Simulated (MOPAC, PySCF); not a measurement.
AlI3, SMILES `[I][Al]([I])[I]`, neutral singlet in the gas phase. 

Z-matrix (Å, degrees):
```
Al
I 1 2.4633
I 1 2.4633 2 120.00
I 1 2.4633 2 120.00 3 -179.99
```
Charge 0, spin multiplicity 1.

All levels are single points at this geometry (B3LYP-D3(BJ)/def2-TZVP); Pople sets use spherical d functions. Orbital energies aren't observables, and empty levels follow the basis.

| level | HOMO (eV) | LUMO (eV) | gap (eV) | dipole (D) | vertical IE, Delta-SCF (eV) |
|---|---|---|---|---|---|
| B3LYP-D3(BJ)/def2-TZVP in PySCF | -7.47 | -2.21 | 5.26 | 0.00 | 9.28 |
| B3LYP/LANL2DZ in PySCF | -7.74 | -2.57 | 5.17 | 0.00 | – |
| PBE/6-31G* (LANL2DZ on I) in PySCF | -6.76 | -2.86 | 3.90 | 0.00 | 9.18 |
| SVWN5/6-31G* (LANL2DZ on I) in PySCF | -6.83 | -3.03 | 3.80 | 0.00 | 9.26 |
| PM6 in MOPAC | -9.93 | -0.97 | 8.95 | 0.00 | – |
| PM7 in MOPAC | -9.32 | -2.38 | 6.94 | 0.00 | – |
